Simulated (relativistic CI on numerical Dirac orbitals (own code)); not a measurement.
## Magnetism of Nb+, 4d4, in a crystal field

Calculated by Dirac-Coulomb-Breit CI, KLI orbitals optimised for each configuration, a model potential for QED, valence Slater integrals scaled by 0.9, one configuration in a parametric crystal field (own radial code). With so little scaling, terms lie 10 to 35 % too far apart, which can change the order of excited levels.

Field parameters in Wybourne normalisation: D4h B²₀ = −7Ds, B⁴₀ = 21(Dq − Dt), B⁴₄ = 21√(5/14) Dq. The field is a parameter set, without covalency.

S is read from ⟨S²⟩ = S(S + 1).

Powder χT (cm³ K mol⁻¹) by Van Vleck's formula, with temperature-independent terms:

```tsv
Field	2 K	5 K	10 K	20 K	50 K	100 K	200 K	300 K
D4h, 10Dq = 11300, Ds = -1500, Dt = -20 cm⁻¹	0.336	0.837	1.56	2.22	2.64	2.79	2.85	2.88
D4h, 10Dq = 11300, Ds = -1090, Dt = -20 cm⁻¹	0.328	0.819	1.53	2.2	2.63	2.78	2.85	2.87
D4h, 10Dq = 11300, Ds = -680, Dt = -20 cm⁻¹	0.319	0.796	1.5	2.18	2.62	2.77	2.84	2.87
D4h, 10Dq = 11300, Ds = -270, Dt = -20 cm⁻¹	0.297	0.743	1.42	2.12	2.6	2.76	2.83	2.85
D4h, 10Dq = 11300, Ds = 140, Dt = -20 cm⁻¹	0.496	1.14	1.67	2.06	2.51	2.71	2.8	2.83
D4h, 10Dq = 11300, Ds = 550, Dt = -20 cm⁻¹	1.32	1.81	2.01	2.25	2.63	2.78	2.84	2.87
D4h, 10Dq = 11300, Ds = 950, Dt = -20 cm⁻¹	1.61	1.91	2.08	2.32	2.68	2.81	2.86	2.88
D4h, 10Dq = 11300, Ds = 1360, Dt = -20 cm⁻¹	1.74	1.95	2.12	2.38	2.72	2.83	2.88	2.89
```

Problem. For D4h, 10Dq = 11300, Ds = -680, Dt = -20 cm⁻¹: what effective moment follows at 300 K?

Solution. μ_eff = √(8χT) = 4.79 μB. The ground level has S = 1.96; the spin-only moment for S = 2 is 4.90 μB. The difference comes from the orbital moment, spin-orbit mixing of terms and temperature-independent paramagnetism, all larger in this ionic model than in covalent complexes.
